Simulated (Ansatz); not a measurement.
Ge₆N₄H₁₆, a cluster cut from the lattice of germanium (4 of the caps NH2), relaxed as a singlet with RKS r2SCAN-D4/def2-SVP in Ansatz, starting from the GFN2-xTB geometry. Force threshold 0.03 eV/Å.

Start:

Cartesian coordinates in Å:
```
Ge 1.6056 -0.4450 -2.0955
Ge -1.3952 1.7854 -0.1303
Ge 1.8209 0.3526 1.9607
Ge 2.6595 -0.8997 0.0339
Ge -0.5025 1.0148 1.9920
Ge -0.6192 0.5277 -2.1481
N -3.2101 2.0224 0.0740
N 2.6057 -2.7194 0.2314
N -1.4095 -0.5432 2.3949
N -1.6974 -0.8420 -2.7272
H 1.5751 -1.7314 -2.8972
H 2.5340 0.4240 -2.9266
H -3.6590 2.5419 -0.6688
H -3.7491 1.1796 0.2251
H -0.9662 3.2459 -0.3205
H 2.1237 -0.4242 3.2444
H 2.6900 1.5781 2.1784
H 3.0202 -3.0782 1.0819
H 1.6904 -3.1407 0.1370
H 4.1686 -0.6528 -0.0509
H -1.0506 -1.0436 3.1989
H -2.4060 -0.4293 2.5343
H -0.7232 2.0662 3.1147
H -1.7084 -1.6721 -2.1486
H -2.6565 -0.5985 -2.9374
H -0.7409 1.4815 -3.3504
```

```csv
step,energy (eV),largest force component (eV/Å),SCF passes
1,-345282.1908,0.404,22
2,-345282.3393,0.327,20
3,-345282.3832,0.160,19
4,-345282.4326,0.140,19
5,-345282.4675,0.272,19
6,-345282.5024,0.415,19
7,-345282.5525,0.380,19
8,-345282.6010,0.316,18
9,-345282.6466,0.291,18
10,-345282.6529,0.396,20
11,-345282.6890,0.253,19
13 (rejected),-345282.7025,0.228,19
15,-345282.7286,0.046,19
17,-345282.7321,0.084,19
19,-345282.7391,0.227,19
21,-345282.7547,0.548,19
23,-345282.7871,0.607,19
25,-345282.8113,0.274,19
27,-345282.8450,0.052,19
29,-345282.8549,0.054,19
31,-345282.8691,0.560,19
33,-345282.8956,0.041,20
35,-345282.8990,0.034,19
37,-345282.9014,0.062,20
39,-345282.9024,0.020,20
```

Force components are those of the run's own axes.

End:

```xyz
26

Ge    1.8345    0.1636   -2.1251
Ge   -1.2178    1.8816   -0.3740
Ge    1.9098    0.3004    1.8225
Ge    2.5734   -1.0158   -0.1407
Ge   -0.3937    1.0637    1.7563
Ge   -0.5882    0.1001   -1.9098
N    -3.0645    1.7781   -0.0844
N     1.7924   -2.6780   -0.2994
N    -1.4807   -0.4676    1.7966
N    -0.9953   -1.5260   -1.0828
H     2.3273   -0.5176   -3.4151
H     2.3401    1.6204   -2.1288
H    -3.4019    2.5418    0.5038
H    -3.6015    1.8173   -0.9512
H    -0.7167    3.2879   -0.7959
H     2.0742   -0.5346    3.1150
H     2.8090    1.5457    1.9952
H     1.8327   -3.2370    0.5535
H     0.8068   -2.5726   -0.5816
H     4.1039   -1.2082   -0.0543
H    -1.4410   -0.9805    2.6780
H    -2.4540   -0.1962    1.6304
H    -0.7003    2.0240    2.9427
H    -1.2017   -1.3689   -0.0821
H    -1.8165   -1.9616   -1.5039
H    -1.3303    0.1400   -3.2649
```

By distances, no bond broke or formed. The bond that changes most is Ge2–Ge6, from 2.50 to 2.43 Å (atoms count from 1). A close non-bonded pair moves further: N10–H19, from 5.00 to 2.14 Å.

The force fell under the threshold at step 14, but the optimiser went on and released 0.178 eV more. No frequencies were taken in this run, so the end may be a saddle point.

Hardware: 4 threads of Arm Neoverse V1 on a shared host. Wall time 13 min, peak host memory 1 GiB.
